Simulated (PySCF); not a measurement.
**Ar⁺: ionisation energy**

Ar⁺ [Ne] 3s2 3p5 (2P) → Ar²⁺ [Ne] 3s2 3p4 (3P), as a difference of total energies. Computed with PySCF 2.14 in 6-31G*, with no relativity, point nucleus. Correlated levels: valence: [Ne] frozen. The calculations carry no spin-orbit coupling.

```
           method  ionisation energy (eV)
              UHF                  26.385
            M06-L                  27.479
             PBE0                  27.629
    MP2 (valence)                  26.948
SCS-MP2 (valence)                  26.921
   CCSD (valence)                  26.883
CCSD(T) (valence)                  26.889
```

Task: How much does correlation contribute at CCSD(T) (valence)?

Result: 26.889 − (26.385) = 0.504 eV, measured against UHF.

The reference lies between the lowest fine-structure levels, while these numbers refer to the centres of the terms.

Errors of the correlated levels include the incompleteness of this basis and the frozen core.

For comparison: 27.630 eV (measured; NIST Atomic Spectra Database, ionization energies).
